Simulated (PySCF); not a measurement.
H2ISi (SMILES [SiH2]I), doublet, geometry from GFN2-xTB (core potentials on I); HF/def2-SV(P) (PySCF).

The PySCF input:
```python
from pyscf import gto, scf

mol = gto.M(
    atom='''
Si   -1.843600    0.036325    0.385434
I     0.577750   -0.012027   -0.095511
H    -2.374653    1.284486   -0.135935
H    -2.435721   -1.155592   -0.198069
''',
    basis='def2-sv(p)',
    ecp={'I': 'def2-sv(p)'},
    charge=0,
    spin=1,
    verbose=4,
    symmetry=True,
)

mf = scf.UHF(mol)
mf.kernel()
mf.analyze()
```

Question: What does PySCF print? Leave out banner, timings and long lists.

Answer: 
```
PySCF version 2.14.0

[INPUT] verbose = 4
[INPUT] num. atoms = 4
[INPUT] num. electrons = 41
[INPUT] charge = 0
[INPUT] spin (= nelec alpha-beta = 2S) = 1
[INPUT] symmetry True subgroup None
[INPUT] Mole.unit = angstrom
[INPUT] Symbol           X                Y                Z      unit          X                Y                Z       unit  Magmom
[...]
nuclear repulsion = 93.6289333418248
point group symmetry = Cs
symmetry origin: [-6.57296043e-07  3.56035357e-07 -3.01260687e-07]
symmetry axis x: [ 0.98745652 -0.02072718 -0.15652478]
symmetry axis y: [-0.15589765  0.02904337 -0.98734614]
symmetry axis z: [-0.02501091 -0.99936323 -0.02544775]
num. orbitals of irrep A' = 33
num. orbitals of irrep A" = 15
number of shells = 22
number of NR pGTOs = 105
number of NR cGTOs = 48
basis = def2-sv(p)
ecp = {'I': 'def2-sv(p)'}

******** <class 'pyscf.scf.uhf_symm.SymAdaptedUHF'> ********
method = SymAdaptedUHF
initial guess = minao
damping factor = 0
level_shift factor = 0
DIIS = <class 'pyscf.scf.diis.CDIIS'>
diis_start_cycle = 1
diis_space = 8
diis_damp = 0
SCF conv_tol = 1e-09
SCF conv_tol_grad = None
SCF max_cycles = 50
direct_scf = True
direct_scf_tol = 1e-13
number electrons alpha = 21  beta = 20
Freeze 0 electrons in irreps []
    41 free electrons in irreps A' A"
Set gradient conv threshold to 3.16228e-05
init E= -554.557617429009

cycle= 1 E= -585.378701124118  delta_E= -30.8  |g|= 1.62  |ddm|= 5.43
cycle= 2 E= -585.776807460731  delta_E= -0.398  |g|= 1.09  |ddm|= 4.26
cycle= 3 E= -586.578938519467  delta_E= -0.802  |g|= 0.239  |ddm|= 2.28
cycle= 4 E= -586.636612070469  delta_E= -0.0577  |g|= 0.0618  |ddm|= 0.496
cycle= 5 E= -586.644415970719  delta_E= -0.0078  |g|= 0.0295  |ddm|= 0.186
cycle= 6 E= -586.646807776659  delta_E= -0.00239  |g|= 0.0128  |ddm|= 0.113
cycle= 7 E= -586.647418900899  delta_E= -0.000611  |g|= 0.00497  |ddm|= 0.0667
cycle= 8 E= -586.647515703235  delta_E= -9.68e-05  |g|= 0.00154  |ddm|= 0.0311
cycle= 9 E= -586.647523887396  delta_E= -8.18e-06  |g|= 0.000508  |ddm|= 0.00964
cycle= 10 E= -586.647524637837  delta_E= -7.5e-07  |g|= 0.000217  |ddm|= 0.00255
cycle= 11 E= -586.647524767262  delta_E= -1.29e-07  |g|= 8.43e-05  |ddm|= 0.000999
cycle= 12 E= -586.647524787772  delta_E= -2.05e-08  |g|= 2.55e-05  |ddm|= 0.000456
cycle= 13 E= -586.64752478955  delta_E= -1.78e-09  |g|= 9.74e-06  |ddm|= 0.000121
cycle= 14 E= -586.647524789826  delta_E= -2.76e-10  |g|= 4.62e-06  |ddm|= 3.77e-05
Extra cycle  E= -586.64752478987  delta_E= -4.4e-11  |g|= 3.03e-06  |ddm|= 1.09e-05
converged SCF energy = -586.64752478987  <S^2> = 0.75446287  2S+1 = 2.0044579
**** SCF Summaries ****
Total Energy =                        -586.647524789870090
Nuclear Repulsion Energy =              93.628933341824819
One-electron Energy =                -1106.205280192972623
Two-electron Energy =                  425.928822061277799
Two-electron Coulomb Energy =          468.207892450880195
DFT Exchange-Correlation Energy =      -42.279070389602396
Wave-function symmetry = A'
alpha occupancy for each irrep:     A'   A"
                                    15    6
beta  occupancy for each irrep:     A'   A"
                                    14    6
**** MO energy ****
alpha MO #1 (A' #1), energy= -68.8037213709672 occ= 1
alpha MO #2 (A' #2), energy= -7.73079256690389 occ= 1
alpha MO #3 (A' #3), energy= -6.17911967815287 occ= 1
alpha MO #4 (A' #4), energy= -5.58525897176194 occ= 1
alpha MO #5 (A' #5), energy= -5.57653239462646 occ= 1
alpha MO #6 (A" #1), energy= -5.57568351576673 occ= 1
alpha MO #7 (A' #6), energy= -4.29380737412986 occ= 1
alpha MO #8 (A' #7), energy= -4.2856332577312 occ= 1
alpha MO #9 (A" #2), energy= -4.28455974626834 occ= 1
alpha MO #10 (A' #8), energy= -2.28016469126666 occ= 1
alpha MO #11 (A' #9), energy= -2.27658145529743 occ= 1
alpha MO #12 (A" #3), energy= -2.27591910637996 occ= 1
alpha MO #13 (A" #4), energy= -2.26698361304801 occ= 1
alpha MO #14 (A' #10), energy= -2.26697490408972 occ= 1
[...]
alpha MO #27 (A" #8), energy= 0.428587983678793 occ= 0
alpha MO #28 (A' #20), energy= 0.474247654084305 occ= 0
alpha MO #29 (A' #21), energy= 0.489945105198902 occ= 0
alpha MO #30 (A' #22), energy= 0.499487049629972 occ= 0
alpha MO #31 (A" #9), energy= 0.507605647451115 occ= 0
alpha MO #32 (A' #23), energy= 0.579289493836561 occ= 0
alpha MO #33 (A" #10), energy= 0.580073316254766 occ= 0
alpha MO #34 (A' #24), energy= 0.60761688315444 occ= 0
alpha MO #35 (A" #11), energy= 0.618722274437236 occ= 0
alpha MO #36 (A' #25), energy= 0.626829109316031 occ= 0
alpha MO #37 (A' #26), energy= 0.692589694733925 occ= 0
alpha MO #38 (A" #12), energy= 0.702034590990296 occ= 0
alpha MO #39 (A' #27), energy= 0.739899986440715 occ= 0
alpha MO #40 (A" #13), energy= 0.811903211099473 occ= 0
alpha MO #41 (A' #28), energy= 0.812130578505538 occ= 0
alpha MO #42 (A' #29), energy= 0.947344850636938 occ= 0
alpha MO #43 (A" #14), energy= 1.15324046452057 occ= 0
alpha MO #44 (A' #30), energy= 1.15805780964418 occ= 0
alpha MO #45 (A' #31), energy= 19.1686403254388 occ= 0
alpha MO #46 (A" #15), energy= 19.1728366929891 occ= 0
alpha MO #47 (A' #32), energy= 19.3475915646284 occ= 0
alpha MO #48 (A' #33), energy= 56.5157832912241 occ= 0
beta  MO #1 (A' #1), energy= -68.7976047836212 occ= 1
beta  MO #2 (A' #2), energy= -7.73010141630524 occ= 1
beta  MO #3 (A' #3), energy= -6.1698370496804 occ= 1
beta  MO #4 (A' #4), energy= -5.5846297051798 occ= 1
beta  MO #5 (A" #1), energy= -5.57552449614111 occ= 1
beta  MO #6 (A' #5), energy= -5.57530687636285 occ= 1
beta  MO #7 (A' #6), energy= -4.28148234422541 occ= 1
beta  MO #8 (A" #2), energy= -4.28060721058208 occ= 1
beta  MO #9 (A' #7), energy= -4.27191087247582 occ= 1
beta  MO #10 (A' #8), energy= -2.27968408107558 occ= 1
beta  MO #11 (A' #9), energy= -2.27574444106415 occ= 1
beta  MO #12 (A" #3), energy= -2.27561468884943 occ= 1
beta  MO #13 (A" #4), energy= -2.26642339525342 occ= 1
beta  MO #14 (A' #10), energy= -2.2664230582345 occ= 1
beta  MO #15 (A' #11), energy= -0.896795037917911 occ= 1
beta  MO #16 (A' #12), energy= -0.681395904776508 occ= 1
beta  MO #17 (A" #5), energy= -0.522187223129752 occ= 1
beta  MO #18 (A' #13), energy= -0.445273426438099 occ= 1
beta  MO #19 (A' #14), energy= -0.376986621182681 occ= 1
beta  MO #20 (A" #6), energy= -0.372788608126919 occ= 1
beta  MO #21 (A' #15), energy= 0.0253952146947682 occ= 0
beta  MO #22 (A' #16), energy= 0.113565624392351 occ= 0
beta  MO #23 (A' #17), energy= 0.188970078698731 occ= 0
beta  MO #24 (A" #7), energy= 0.192395004008336 occ= 0
beta  MO #25 (A' #18), energy= 0.289932129878046 occ= 0
beta  MO #26 (A' #19), energy= 0.411388299741034 occ= 0
beta  MO #27 (A" #8), energy= 0.432090518560871 occ= 0
beta  MO #28 (A' #20), energy= 0.485996073556363 occ= 0
beta  MO #29 (A' #21), energy= 0.525001098481599 occ= 0
beta  MO #30 (A" #9), energy= 0.532041006139697 occ= 0
beta  MO #31 (A' #22), energy= 0.558747358053231 occ= 0
beta  MO #32 (A" #10), energy= 0.583152071438091 occ= 0
beta  MO #33 (A' #23), energy= 0.591305322090883 occ= 0
beta  MO #34 (A' #24), energy= 0.615939947197268 occ= 0
beta  MO #35 (A" #11), energy= 0.624326502104068 occ= 0
beta  MO #36 (A' #25), energy= 0.639023195472299 occ= 0
beta  MO #37 (A' #26), energy= 0.710715577913753 occ= 0
beta  MO #38 (A" #12), energy= 0.726463147033769 occ= 0
beta  MO #39 (A' #27), energy= 0.776665756672398 occ= 0
beta  MO #40 (A" #13), energy= 0.82556214139353 occ= 0
beta  MO #41 (A' #28), energy= 0.832045328072347 occ= 0
beta  MO #42 (A' #29), energy= 0.968601471302087 occ= 0
beta  MO #43 (A" #14), energy= 1.16586354569504 occ= 0
beta  MO #44 (A' #30), energy= 1.16749981938828 occ= 0
beta  MO #45 (A' #31), energy= 19.1701592950461 occ= 0
beta  MO #46 (A" #15), energy= 19.1730507733699 occ= 0
beta  MO #47 (A' #32), energy= 19.3482616996079 occ= 0
beta  MO #48 (A' #33), energy= 56.5160276972713 occ= 0
In total            21.00000 | 20.00000
Dipole moment(X, Y, Z, Debye): -1.78077,  0.03521,  0.36737
```
